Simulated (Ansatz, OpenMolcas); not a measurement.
**BCl3: a line through the functionals**

BCl3 has 4 atoms, charge 0, and is taken as a singlet. SMILES: `ClB(Cl)Cl`. The shape is that of a PBE0-D4/def2-TZVP optimisation.

The HOMO–LUMO gap y, in eV, basis 6-311+G(d,p); a is the functional's share of exact exchange. Programs: Ansatz 0.2.0, OpenMolcas 26.06.

```
functional     program     a  y (eV)
      TPSS  OpenMolcas     0    5.30
       PBE      Ansatz     0    5.07
     B3LYP      Ansatz   0.2       ?
   r2SCAN0      Ansatz  0.25    7.82
      PBE0      Ansatz  0.25    7.41
     BHLYP      Ansatz   0.5    9.77
```

Fit y = c + s·a to the known rows and predict B3LYP.


1. Means of the 5 rows: a = 0.2000, y = 7.074.
2. Σ(Δa)² = 0.175, Σ(Δa·Δy) = 1.6185, so the slope is 1.6185/0.175 = 9.2486.
3. Intercept: 7.074 − (9.2486) × 0.2000 = 5.224. The largest residual of the fit is 0.28.
4. B3LYP: 5.224 + (9.2486) × 0.2 = 7.07 eV.

The run gave 6.94 eV, so the prediction is off by +0.13 eV, within the scatter of the fit. Exact exchange lowers occupied levels and raises empty ones. The rows mix families of semi-local functionals, which the line can't see.
